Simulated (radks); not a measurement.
Values are calculated unless marked as measured or tabulated.
Ionisation of Sb35+, [Ne] 3s2 3p4, to Sb36+, [Ne] 3s2 3p3, under several functionals. Scalar-relativistic Kohn-Sham, spin-polarised, spherical densities, point nucleus; open shells are filled with parallel spins first (spin-orbit coupling, left out, can overturn this in heavy ions); a radial shooting solver on a logarithmic mesh with Libxc functionals.

functional	E(Sb35+) (hartree)	Exc (hartree)	IE (eV)	-e(HOMO) (eV)	<r> HOMO (bohr)	IE error (eV)
LDA (Slater exchange, VWN5 correlation)	-5491.29267	-99.85537	2361.3	2324.9	0.2894	+12.3
AM05	-5491.96565	-100.53640	2360.3	2324.4	0.2895	+11.3
PW91	-5497.61878	-106.21534	2361.7	2325.6	0.2894	+12.7
exchange-only PBE	-5496.29183	-104.88236	2358.9	2322.9	0.2895	+9.9
PBE	-5497.01490	-105.60938	2361.0	2325.0	0.2895	+12.0
LDA (Slater exchange, Perdew-Wang correlation)	-5491.28570	-99.84842	2361.3	2324.9	0.2894	+12.3
RPBE	-5497.48179	-106.08144	2360.5	2324.8	0.2896	+11.5
BP86	-5497.97370	-106.57594	2362.0	2325.8	0.2894	+13.0

NIST Atomic Spectra Database: 2349 eV (theoretical). Closest: exchange-only PBE. The Delta-SCF values span 3.11 eV, the total energies 6.69 hartree. The highest occupied level is 3p. Open shells are spherical and high-spin; term and fine-structure splittings are not resolved. Spin-orbit splitting is averaged out at the scalar-relativistic level.
